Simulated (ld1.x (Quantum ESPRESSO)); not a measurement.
## Pb RRKJ: all-electron and pseudo phase curves

```json
{
  "Element": "Pb",
  "Generator": "ld1.x (Quantum ESPRESSO) 7.5",
  "Type": "norm-conserving RRKJ (Kleinman–Bylander form)",
  "Functional": "PBEsol",
  "Relativity": "scalar-relativistic",
  "Frozen core": "[Xe] 4f14",
  "Valence charge": "14",
  "Reference configuration": "5d10 6s2 6p2",
  "Partial waves": "6p (bound): rc 2.95 bohr; 5d (bound): rc 1.20 bohr; 5f channel at 0.45 Ry: rc 2.75 bohr; 6s (bound): rc 1.45 bohr",
  "Local potential": "the s channel",
  "Core correction": "Bessel-smoothed model core inside 0.75 bohr",
  "rho0": "0.001"
}
```

The phase is arctan(r·u′/u) with u = r·R(r), unwrapped; energies in Ry, scanned from -4 to 5 Ry. A pole is an energy at which the radial function vanishes at the test radius. The pseudo phase is shifted by a multiple of π to meet the all-electron one at the reference energy, and phase errors are pseudo minus all-electron; the curves can meet again beyond the range given. Levels narrower than the energy grid can be missing from the lists of poles.

| channel | radius (bohr) | reference energy (Ry) | poles, all-electron | poles, pseudo | unbroken range about the reference energy with phases within 0.05 rad | phase error 1 Ry above the reference energy (rad) |
| --- | --- | --- | --- | --- | --- | --- |
| s | 3.20 | -0.89 | -0.43, 4.83 | -0.44, 0.61 | below 0.1 | -0.059 |
| p | 3.20 | -0.26 | 0.80 | 0.79 | below 2.7 | -0.001 |
| d | 3.20 | -1.56 | -1.52, 2.77 | -1.52, 2.94 | below 0.6 | +0.002 |
| f | 3.20 | 0.45 | 2.19 | 2.25 | below 2.8 | +0.015 |

Phases in the f channel:

```json
{"E (Ry)": "-4.00", "all-electron": "1.426", "pseudo": "1.426"}
{"E (Ry)": "-3.76", "all-electron": "1.422", "pseudo": "1.422"}
{"E (Ry)": "-3.52", "all-electron": "1.418", "pseudo": "1.418"}
{"E (Ry)": "-3.28", "all-electron": "1.413", "pseudo": "1.413"}
{"E (Ry)": "-3.04", "all-electron": "1.408", "pseudo": "1.408"}
{"E (Ry)": "-2.80", "all-electron": "1.403", "pseudo": "1.403"}
{"E (Ry)": "-2.56", "all-electron": "1.397", "pseudo": "1.397"}
{"E (Ry)": "-2.32", "all-electron": "1.390", "pseudo": "1.390"}
{"E (Ry)": "-2.08", "all-electron": "1.382", "pseudo": "1.382"}
{"E (Ry)": "-1.84", "all-electron": "1.374", "pseudo": "1.374"}
{"E (Ry)": "-1.60", "all-electron": "1.364", "pseudo": "1.364"}
{"E (Ry)": "-1.36", "all-electron": "1.352", "pseudo": "1.352"}
{"E (Ry)": "-1.12", "all-electron": "1.339", "pseudo": "1.339"}
{"E (Ry)": "-0.88", "all-electron": "1.322", "pseudo": "1.322"}
{"E (Ry)": "-0.64", "all-electron": "1.302", "pseudo": "1.302"}
{"E (Ry)": "-0.40", "all-electron": "1.276", "pseudo": "1.276"}
{"E (Ry)": "-0.16", "all-electron": "1.242", "pseudo": "1.242"}
{"E (Ry)": "0.08", "all-electron": "1.194", "pseudo": "1.194"}
{"E (Ry)": "0.32", "all-electron": "1.121", "pseudo": "1.121"}
{"E (Ry)": "0.56", "all-electron": "0.997", "pseudo": "0.997"}
{"E (Ry)": "0.80", "all-electron": "0.743", "pseudo": "0.744"}
{"E (Ry)": "1.04", "all-electron": "0.126", "pseudo": "0.133"}
{"E (Ry)": "1.28", "all-electron": "-0.759", "pseudo": "-0.744"}
{"E (Ry)": "1.52", "all-electron": "-1.204", "pseudo": "-1.189"}
{"E (Ry)": "1.76", "all-electron": "-1.399", "pseudo": "-1.385"}
{"E (Ry)": "2.00", "all-electron": "-1.510", "pseudo": "-1.494"}
{"E (Ry)": "2.24", "all-electron": "-1.587", "pseudo": "-1.567"}
{"E (Ry)": "2.48", "all-electron": "-1.652", "pseudo": "-1.625"}
{"E (Ry)": "2.72", "all-electron": "-1.719", "pseudo": "-1.678"}
{"E (Ry)": "2.96", "all-electron": "-1.800", "pseudo": "-1.734"}
{"E (Ry)": "3.20", "all-electron": "-1.924", "pseudo": "-1.802"}
{"E (Ry)": "3.44", "all-electron": "-2.170", "pseudo": "-1.897"}
{"E (Ry)": "3.68", "all-electron": "-2.828", "pseudo": "-2.055"}
{"E (Ry)": "3.92", "all-electron": "-3.825", "pseudo": "-2.383"}
{"E (Ry)": "4.16", "all-electron": "-4.257", "pseudo": "-3.110"}
{"E (Ry)": "4.40", "all-electron": "-4.430", "pseudo": "-3.872"}
{"E (Ry)": "4.64", "all-electron": "-4.521", "pseudo": "-4.222"}
{"E (Ry)": "4.88", "all-electron": "-4.578", "pseudo": "-4.385"}
```
